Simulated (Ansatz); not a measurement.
A calculation with Ansatz (development build ahead of 0.2.0).

```yaml
crystal:
  periodic: [false, false, false]
  atoms:
    - { symbol: Sc, position_ang: [-0.05009, 0.17724, -0.48238] }
    - { symbol: O, position_ang: [-0.09042, -0.13575, 1.17968] }
basis:
  gaussian: { orbitals: def2-SVP }
magnetization:
  spin_polarized: true
  initial_magnetization: 1
hamiltonian:
  xc: hf
correlation:
  method: mp2
  frozen_orbitals: { O: 1, Sc: 5 }
```

The input is written out in the form of the current development build from the run's settings.

Output:

```
Converged                       : yes
Reference energy                : -834.45622 hartree
Correlation energy              : -0.41692 hartree
Total energy                    : -834.87313 hartree
Spin squared of the determinant : 0.757
```
